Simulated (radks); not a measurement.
Values are calculated unless marked as measured or tabulated.
Orbital eigenvalues (eV) of the gallium ion Ga17+, [Ne] 3s2 3p2, at several levels of relativity; Dirac values are averaged over j with weights 2j + 1. Spin-unpolarised spherical Kohn-Sham, PBE, point nucleus unless stated (finite: rms radius 3.9973 fm), a radial shooting solver on a logarithmic mesh with Libxc functionals. A level marked "c x" has the speed of light scaled by that factor and shares open shells by 2j + 1; other Dirac levels either fill j = l - 1/2 first or share by 2j + 1.

| shell | non-rel. | Dirac, 2j+1 shares | Dirac, 2j+1 shares, finite nucleus | Dirac, c x 5 | change of magnitude, last against first (%) |
|---|---|---|---|---|---|
| 1s | -10738 | -10874 | -10874 | -10743 | +0.05 |
| 2s | -1859.5 | -1890.5 | -1890.5 | -1860.7 | +0.06 |
| 2p | -1723.8 | -1731.6 | -1731.6 | -1724.1 | +0.02 |
| 3s | -656.71 | -664.46 | -664.46 | -657.01 | +0.05 |
| 3p | -611.93 | -614.49 | -614.49 | -612.03 | +0.02 |
